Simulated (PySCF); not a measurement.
Atoms are numbered as in `[F:1][C:2]([F:3])([F:4])[CH:5]1[SiH2:6][PH:7][SiH2:8]1`. Hydrogens are named by the atom that carries them. Ha(Si6), Ha(Si8) are cis to C2 on the ring; Hb(Si6), Hb(Si8) are trans to C2 on the ring.

[PySCF: PBE0/pcSseg-1 with gauge-including orbitals; coordinates at the GFN2-xTB level; one averaged value for each set of equivalent atoms; in vacuum; relativity neglected; one computed conformer]

Scale: TMS for ¹³C (σ = 186.93 ppm) and ¹H (σ = 31.72 ppm) and ²⁹Si (σ = 349.16 ppm); ¹⁹F (σ = 170.95 ppm) against CFCl3; ³¹P (σ = 318.38 ppm) vs H3PO4 (reference shieldings calculated alike).

| atoms | nucleus | count | δ (ppm) |
| --- | --- | --- | --- |
| C5 | ¹³C | 1 | 25.6 |
| F1/F3/F4 | ¹⁹F | 3 | -71.4 |
| Si6/Si8 | ²⁹Si | 2 | ? |
| Hb(Si6)/Hb(Si8) | ¹H | 2 | ? |
| H(C5) | ¹H | 1 | ? |
| P7 | ³¹P | 1 | -300.5 |
| Ha(Si6)/Ha(Si8) | ¹H | 2 | 4.95 |
| H(P7) | ¹H | 1 | 2.18 |
| C2 | ¹³C | 1 | 138.5 |

**Question.** Fill in the missing shifts.

**Answer.** 
- Hb(Si6)/Hb(Si8): 5.11 ppm, hydrogen on a silicon bonded to C, P, in a 4-membered ring
- H(C5): 2.19 ppm, hydrogen on an sp3 CH bonded to 2 Si
- Si6/Si8: -44.1 ppm, silicon bonded to C, P, 2 H, in a 4-membered ring

Shifts are as computed. Against solution values, carbons near 30 ppm lie about +3 ppm off and those near 130 ppm about +5 ppm. Of 1211 compounds with measured shifts, 218 miss one by over three times the rms of a fit or turn the order of signals round; such compounds aren't used in these exercises. Unscaled 19F shifts against computed CFCl3 carry errors that often reach 10 to 50 ppm. Experimental scales use liquid or dissolved standards, which lie at an offset from isolated H3PO4.
